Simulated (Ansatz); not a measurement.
`CS[SiH2][SiH3]` + GeH₄ → `[SiH3][SiH2][GeH3]` + CH₃SH  (formal exchange of groups at the Si–S bond)

Program: Ansatz. Geometries: PBE0-D4/def2-TZVP. ΔE: electronic, gas phase. CCSD(T)/CBS is the MP2 limit (def2-TZVPP, def2-QZVPP) plus CCSD(T) − MP2 in def2-TZVPP, frozen cores. This one scheme is used for every species. DFT in def2-TZVPP. For Ge outer-core shells are correlated without core-valence functions, which leaves a few kJ/mol of doubt a bond. Scalar relativity is left out up to krypton. One conformer a species, not always the lowest.

| level | ΔE (kJ/mol) |
| --- | --- |
| r2SCAN-D4 | 33.5 |
| PBE0 | 28.4 |

(1) What does CCSD(T)/CBS give? (Estimate.)

Largest T1 diagnostic among the species: 0.013.

Results:

(1) The calculation gave: +33.1 kJ/mol. The listed levels differ from it by 0.4, -4.7 kJ/mol.

The D4 term adds +3.4 kJ/mol with B3LYP and +1.7 kJ/mol with PBE0; it sums over pairs of atoms, weighted by their polarisabilities, and B3LYP, whose exchange is more repulsive, gets the larger term.

B3LYP here is the variant with VWN-RPA as its local correlation; programs differ in this.
